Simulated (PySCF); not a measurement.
Computed shifts of a molecule C2H8OSi2, KT2/pcSseg-1 run with PySCF, GIAO, gas phase, atoms alike by connectivity averaged where their shifts nearly agree, in ppm (number of nuclei): ¹³C: 136.4 (1), 131.0 (1). ²⁹Si: -25.5 (1), -32.0 (1). ¹H: 6.56 (2), 6.22 (1), 5.63 (2), 5.50 (3). References: ¹³C against TMS (σ = 185.1 ppm); ²⁹Si against TMS (σ = 361.9 ppm); ¹⁷O against H2O (σ = 330.4 ppm); ¹H against TMS (σ = 31.47 ppm), references at their B3LYP-D3(BJ)/def2-TZVP geometries, non-relativistic. Geometry: ωB97X-D3(BJ)/def2-SVP. The values are those of a single conformer.

Task: Which structure fits?
A. C=C[Si@H](O)[SiH3]
B. C[Si@H]1CO[SiH2]1
C. CC(=O)[SiH2][SiH3]
D. C=C[SiH2]O[SiH3]

Result: D, C=C[SiH2]O[SiH3]
